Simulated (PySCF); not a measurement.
Gas-phase equilibrium of 1 mol N₂O, 49 mol N₂ at 1800 K and 1.01 bar, among 8 species (O₂, N₂, O, NO, O₃, N, N₂O, NO₂). Only gases are allowed; each row takes one source of thermochemistry for all species, and Cantera finds the minimum.

Method: PySCF energies plus ideal-gas RRHO corrections (1 bar). The comparison is the NASA 1993 polynomial table, which mixes measured and estimated data. † marks an energy on the PBE0/def2-TZVP geometry and frequencies. MP2 and CCSD(T) freeze the core. Open shells (unrestricted) among the columns below: O₂ (multiplicity 3), O (multiplicity 3, electronic degeneracy 9), NO (multiplicity 2, electronic degeneracy 4), N (multiplicity 4), NO₂ (multiplicity 2); the rest are closed-shell singlets. Spin-orbit splitting is ignored; it lowers the true energy and changes the entropy of O, NO. B3LYP is the form with VWN-RPA correlation. MP2 isn't extrapolated to the basis-set limit. CCSD(T) isn't extrapolated to the basis-set limit. The harmonic model lacks anharmonicity and excited electronic states, which grow with temperature; levels with a mode under 35 cm⁻¹ are left out.

Molecules larger than those listed are left out. Table species left out: NO3.

Mole fractions:

| thermochemistry | x N₂ | x O | x O₂ | x NO | x N | x NO₂ |
|---|---|---|---|---|---|---|
| table | 0.99 | 1.2e-5 | 0.0094 | 0.00099 | 3.6e-11 | 5.3e-7 |
| B3LYP/def2-TZVP† | 0.99 | 8.3e-6 | 0.0093 | 0.0011 | 3.4e-11 | 7.3e-7 |
| CCSD(T)/def2-TZVPP† | 0.99 | 3.4e-5 | 0.0094 | 0.0010 | 2.0e-10 | 2.5e-7 |
| HF/def2-TZVP† | 0.98 | 0.020 | 6.8e-7 | 1.1e-5 | 0.00027 | <1e-12 |
| M06-2X/def2-TZVP† | 0.99 | 1.0e-5 | 0.0095 | 0.00080 | 4.7e-11 | 1.7e-7 |
| MP2/def2-TZVPP† | 0.99 | 6.8e-6 | 0.0097 | 0.00047 | 3.7e-11 | 9.5e-7 |
| ωB97X-V/def2-TZVP† | 0.99 | 5.5e-6 | 0.0093 | 0.0011 | 2.8e-11 | 3.6e-7 |
The most sensitive of these is N: it spans a factor of 10^7.0 over these rows; at this temperature one factor of ten is RT ln 10 = 34 kJ/mol.
